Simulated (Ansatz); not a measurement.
Calculation: PBE0-D3(BJ)/def2-SVP (Ansatz, a first-principles code). No frequencies were computed at this level.

Ansatz 0.2 input:
```yaml
crystal:
  periodic: [false, false, false]
  atoms:
    - { symbol: C, position_ang: [2.088006, -0.623839, -0.486558] }
    - { symbol: C, position_ang: [1.037066, -0.486965, 0.608004] }
    - { symbol: C, position_ang: [-0.315736, 0.079429, 0.145075] }
    - { symbol: Si, position_ang: [-0.124147, 1.845724, -0.554738] }
    - { symbol: Si, position_ang: [-1.446602, 0.150857, 1.686747] }
    - { symbol: Si, position_ang: [-1.13086, -1.052575, -1.158912] }
    - { symbol: H, position_ang: [3.009154, -1.030331, -0.071468] }
    - { symbol: H, position_ang: [1.743001, -1.292893, -1.271262] }
    - { symbol: H, position_ang: [2.311408, 0.343503, -0.930139] }
    - { symbol: H, position_ang: [1.445582, 0.155922, 1.395355] }
    - { symbol: H, position_ang: [0.879305, -1.474364, 1.055513] }
    - { symbol: H, position_ang: [0.686098, 2.65028, 0.36665] }
    - { symbol: H, position_ang: [-1.441107, 2.466134, -0.709207] }
    - { symbol: H, position_ang: [0.528452, 1.857511, -1.868694] }
    - { symbol: H, position_ang: [-1.600416, -1.193836, 2.252728] }
    - { symbol: H, position_ang: [-0.836475, 1.005508, 2.711204] }
    - { symbol: H, position_ang: [-2.766445, 0.680472, 1.345348] }
    - { symbol: H, position_ang: [-2.525866, -0.656852, -1.360196] }
    - { symbol: H, position_ang: [-0.45713, -0.979876, -2.460184] }
    - { symbol: H, position_ang: [-1.083289, -2.443809, -0.695268] }
basis:
  gaussian: { orbitals: def2-svp }
hamiltonian:
  xc: pbe0
  dispersion: d3bj
relax:
  max_steps: 150
```

Output:

```
Functional definition: PBE0
1783 factors; integrals over basis functions are off by at most 5.6e-4 eV
mean field evaluation 1: about -26941.3632 eV, gradient 5.1e1 eV
mean field evaluation 2: about -26935.2052 eV, gradient 6.9e1 eV
mean field evaluation 4: about -26947.9964 eV, gradient 3.4e0 eV
mean field evaluation 8: about -26948.0425 eV, gradient 1.8e-1 eV
mean field evaluation 16: about -26948.0426 eV, gradient 1.7e-5 eV
mean field -26948.04261770 eV, -990.3223001611 hartree, gradient 1.7e-5 eV, S^2 0.000000; 0 other end points of the search recorded, 0 dependent functions left out
reference -26948.04265277 eV, -990.3223014499 hartree; 37, 37 occupied and 129, 129 virtual orbitals, 1783 factors
relax step   1: F+E_penalty+E_count = -26948.60662653 eV  Δ(F+E_penalty+E_count) = +0.000e0 eV  max|allowed force component| = 7.681e-1 eV/Å  Δτ_max = 0.0000 Å  (26 SCF iters, accepted)
these checks for a lower state are left out or cut short: starts, cluster_reference, orbital_swaps, neighbouring_geometries, increment
1783 factors; integrals over basis functions are off by at most 6.0e-4 eV
mean field -26948.14343725 eV, -990.3260052111 hartree, gradient 5.8e-5 eV, S^2 0.000000; 0 other end points of the search recorded, 0 dependent functions left out
reference -26948.14347247 eV, -990.3260065057 hartree; 37, 37 occupied and 129, 129 virtual orbitals, 1783 factors
relax step   2: F+E_penalty+E_count = -26948.70540365 eV  Δ(F+E_penalty+E_count) = -9.878e-2 eV  max|allowed force component| = 2.887e-1 eV/Å  Δτ_max = 0.0559 Å  (25 SCF iters, accepted)
these checks for a lower state are left out or cut short: starts, cluster_reference, orbital_swaps, neighbouring_geometries, increment
1783 factors; integrals over basis functions are off by at most 6.2e-4 eV
mean field -26948.15312390 eV, -990.3263611889 hartree, gradient 5.8e-5 eV, S^2 0.000000; 0 other end points of the search recorded, 0 dependent functions left out
reference -26948.15315913 eV, -990.3263624836 hartree; 37, 37 occupied and 129, 129 virtual orbitals, 1783 factors
relax step   3: F+E_penalty+E_count = -26948.71511296 eV  Δ(F+E_penalty+E_count) = -9.709e-3 eV  max|allowed force component| = 8.986e-2 eV/Å  Δτ_max = 0.0169 Å  (25 SCF iters, accepted)
these checks for a lower state are left out or cut short: starts, cluster_reference, orbital_swaps, neighbouring_geometries, increment
1783 factors; integrals over basis functions are off by at most 6.2e-4 eV
mean field evaluation 32: about -26948.1538 eV, gradient 2.5e-5 eV
mean field -26948.15377124 eV, -990.3263849783 hartree, gradient 2.5e-5 eV, S^2 0.000000; 0 other end points of the search recorded, 0 dependent functions left out
reference -26948.15380647 eV, -990.3263862729 hartree; 37, 37 occupied and 129, 129 virtual orbitals, 1783 factors
relax step   4: F+E_penalty+E_count = -26948.71594027 eV  Δ(F+E_penalty+E_count) = -8.273e-4 eV  max|allowed force component| = 4.075e-2 eV/Å  Δτ_max = 0.0051 Å  (21 SCF iters, accepted)
these checks for a lower state are left out or cut short: starts, cluster_reference, orbital_swaps, neighbouring_geometries, increment
1783 factors; integrals over basis functions are off by at most 6.2e-4 eV
mean field -26948.15370139 eV, -990.3263824113 hartree, gradient 6.8e-5 eV, S^2 0.000000; 0 other end points of the search recorded, 0 dependent functions left out
reference -26948.15373661 eV, -990.3263837056 hartree; 37, 37 occupied and 129, 129 virtual orbitals, 1783 factors
relax step   5: F+E_penalty+E_count = -26948.71599613 eV  Δ(F+E_penalty+E_count) = -5.585e-5 eV  max|allowed force component| = 3.114e-3 eV/Å  Δτ_max = 0.0034 Å  (20 SCF iters, accepted)
1783 factors; integrals over basis functions are off by at most 6.2e-4 eV
mean field -26948.15370139 eV, -990.3263824113 hartree, gradient 6.8e-5 eV, S^2 0.000000; 1 other end points of the search recorded, 0 dependent functions left out
reference -26948.15373661 eV, -990.3263837056 hartree; 37, 37 occupied and 129, 129 virtual orbitals, 1783 factors
Total energy: -26948.71603135 eV, -990.3470476562 hartree
Atom 0 at     2.118512    -0.635866    -0.479696 Å, force     0.001175    -0.000905     0.002386 eV/Å
Atom 1 at     1.059376    -0.494124     0.605178 Å, force     0.001637    -0.001217     0.003114 eV/Å
Atom 2 at    -0.308454     0.077630     0.141575 Å, force    -0.000532     0.000468    -0.001351 eV/Å
Atom 3 at    -0.146731     1.836413    -0.547299 Å, force    -0.000910     0.002045     0.000086 eV/Å
Atom 4 at    -1.445290     0.156639     1.656822 Å, force    -0.000932     0.000242     0.000384 eV/Å
Atom 5 at    -1.144131    -1.035074    -1.145885 Å, force    -0.001953    -0.000957    -0.000539 eV/Å
Atom 6 at     3.049088    -1.046575    -0.060067 Å, force    -0.000379     0.000566    -0.002079 eV/Å
Atom 7 at     1.793026    -1.312043    -1.285999 Å, force     0.000289     0.001045    -0.000227 eV/Å
Atom 8 at     2.364318     0.332674    -0.943149 Å, force    -0.000366    -0.000843    -0.000621 eV/Å
Atom 9 at     1.460188     0.147702     1.411111 Å, force    -0.000476    -0.001451    -0.000726 eV/Å
Atom 10 at     0.893830    -1.482817     1.071222 Å, force     0.000578     0.001585    -0.000093 eV/Å
Atom 11 at     0.668896     2.664206     0.396787 Å, force    -0.000498     0.000266     0.000065 eV/Å
Atom 12 at    -1.500780     2.454503    -0.690434 Å, force     0.000121    -0.000844    -0.000160 eV/Å
Atom 13 at     0.512861     1.862058    -1.889523 Å, force     0.000773     0.000225    -0.000320 eV/Å
Atom 14 at    -1.608061    -1.215917     2.232644 Å, force    -0.000079    -0.000281     0.000217 eV/Å
Atom 15 at    -0.826859     1.033111     2.701482 Å, force     0.000079     0.000172     0.000312 eV/Å
Atom 16 at    -2.792633     0.697807     1.305837 Å, force     0.000896    -0.000281    -0.000142 eV/Å
Atom 17 at    -2.568563    -0.619610    -1.331236 Å, force     0.000620     0.000591     0.000139 eV/Å
Atom 18 at    -0.469609    -0.966379    -2.479146 Å, force     0.000519    -0.000508    -0.000473 eV/Å
Atom 19 at    -1.108985    -2.454335    -0.670227 Å, force    -0.000562     0.000083     0.000027 eV/Å
Dipole moment:     0.198026    -0.075114     0.030366 e Å
```

Cost: roughly 60 core-seconds.
